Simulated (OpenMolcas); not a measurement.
Computed levels of 3d6 in ions with 24 electrons, in cm-1 above 5D4.

- Program: OpenMolcas 26.06
- Method: MS-CASPT2, IPEA 0.25 Eh, imaginary shift 0.1 Eh
- Basis: ANO-R2
- Scalar Hamiltonian: X2C, finite nucleus
- Spin-orbit coupling: RASSI with atomic mean-field integrals over the reference wave functions, term energies averaged over their components

Active space for each ion: 6 electrons in 5 orbitals (3d); closed shells correlated by CASPT2: 3s 3p.

```json
{"Level": "5D3", "Fe2+": "438", "Co3+": "620", "Cu5+": "1133"}
{"Level": "5D2", "Fe2+": "745", "Co3+": "1049", "Cu5+": "1892"}
{"Level": "5D1", "Fe2+": "942", "Co3+": "1324", "Cu5+": "2380"}
{"Level": "5D0", "Fe2+": "1039", "Co3+": "1459", "Cu5+": "2610"}
{"Level": "3P2(1)", "Fe2+": "19070", "Co3+": "22870", "Cu5+": "29730"}
{"Level": "3H6", "Fe2+": "20180", "Co3+": "24120", "Cu5+": "31270"}
{"Level": "3P1(1)", "Fe2+": "20350", "Co3+": "24680", "Cu5+": "33020"}
{"Level": "3H5", "Fe2+": "20400", "Co3+": "24410", "Cu5+": "31750"}
{"Level": "3H4", "Fe2+": "20560", "Co3+": "24610", "Cu5+": "31970"}
```

**Question.** Estimate 5D0, 3P2(1), 3H6 for Ni4+ from its neighbours Co3+ and Cu5+.

**Answer.** 5D0 is fine structure, which grows about as the fourth power of a screened charge, so the fourth roots are averaged: ((1459^0.25 + 2610^0.25) / 2)^4 = 1972. The calculation gives 1982, so the estimate is off by -0.5 %; the measured value is 2058 (Corliss and Sugar, J. Phys. Chem. Ref. Data 10, 197 (1981)).
3P2(1) is another term, which grows about linearly with the charge: (22870 + 29730) / 2 = 26300. The calculation gives 26480, so the estimate is off by -0.7 %; the measured value is 26153 (Corliss and Sugar, J. Phys. Chem. Ref. Data 10, 197 (1981)).
3H6 is another term, which grows about linearly with the charge: (24120 + 31270) / 2 = 27695. The calculation gives 27810, so the estimate is off by -0.4 %; the measured value is 27111 (Corliss and Sugar, J. Phys. Chem. Ref. Data 10, 197 (1981)).

CASPT2 does not keep the components of a term degenerate, so their means are used; among the terms shown or strongly mixed into the levels shown the widest spread is 340 cm-1 (3d6 3H, Fe2+). Computed and measured levels are paired by configuration, term and J; levels that our copy of the source lacks, or whose pairing is in doubt (as where it misses far off the trend of its configuration), stay unpaired and out of the deviations. Only configurations of the active space appear.

A number in round brackets counts repeated terms of one configuration in the order of the reference energies.
